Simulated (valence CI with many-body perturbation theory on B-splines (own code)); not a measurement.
# Which ion has this spectrum?

A relativistic CI+MBPT calculation for an atom or ion with 32 electrons gives these levels (cm⁻¹):

| J | Parity | E | g |
| --- | --- | --- | --- |
| 0 | even | 0 |  |
| 1 | even | 921246 | 1.50 |
| 2 | even | 957923 | 1.17 |
| 2 | odd | 1759218 | 1.56 |
| 1 | odd | 1884616 | 1.07 |
| 2 | even | 1907006 | 1.32 |
| 0 | even | 1986158 |  |
| 2 | odd | 2241957 | 0.76 |
| 1 | odd | 2399293 | 0.86 |
| 2 | odd | 2502342 | 1.36 |
| 3 | odd | 2519306 | 1.13 |
| 2 | odd | 2678314 | 1.47 |
| 3 | odd | 2739025 | 1.30 |
| 0 | odd | 2779719 |  |

The energies are calculated, and their last digits are not significant.

**Question.** Which is it?
A. Pt46+
B. Ir45+
C. Hg48+
D. Re43+

**Answer.** B. Ir45+, ground level (4s^2 4p1/2^2) J=0.
